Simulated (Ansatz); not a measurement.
C4H9O2, charge +1, singlet, geometry from GFN2-xTB. Base run: Ansatz (a program for electronic structure) with PBE/cc-pVDZ.

Geometry (Å):
```xyz
15

C      1.3373     0.0666    -0.4463
C      0.7439    -1.1803     0.2073
O     -0.3621    -0.8007     1.0937
C     -1.3629    -0.0152     0.3627
C     -0.6965     1.1912    -0.2963
O      0.3412     0.7698    -1.1443
H      2.0904    -0.2185    -1.1824
H      1.8095     0.7091     0.3137
H      1.4729    -1.7243     0.8085
H      0.3125    -1.8457    -0.5438
H      0.0026    -0.2371     1.8121
H     -1.7822    -0.6874    -0.3892
H     -2.1371     0.2720     1.0749
H     -0.3170     1.8851     0.4706
H     -1.4154     1.7201    -0.9237
```
Charge +1, spin multiplicity 1.
All else is at Ansatz's defaults.
Base energy -307.60883 Eh.

Each row names what was changed in the base input (with any setting that the change needs).

```csv
change,ΔE vs base (kcal/mol)
base,0.000
"point_charge = charge:0.5 position_ang:4.2134, -3.4643, 0.1835",31.99
"final_grid = 6, 12, 29",-0.009
nuclear_model = gaussian,0.024
fitting.mean_field = cc-pVTZ-JKFIT,-0.060
lower_state_search = full,0.000
"point_charge = charge:1.0 position_ang:-2.6824, 0.2149, 4.8184",66.1
"final_grid = 10, 20, 41",0.001
accuracy = high,0.004
fitting.mean_field = def2-universal-JKFIT,-0.092
"final_grid = 4, 8, 17",0.095
```
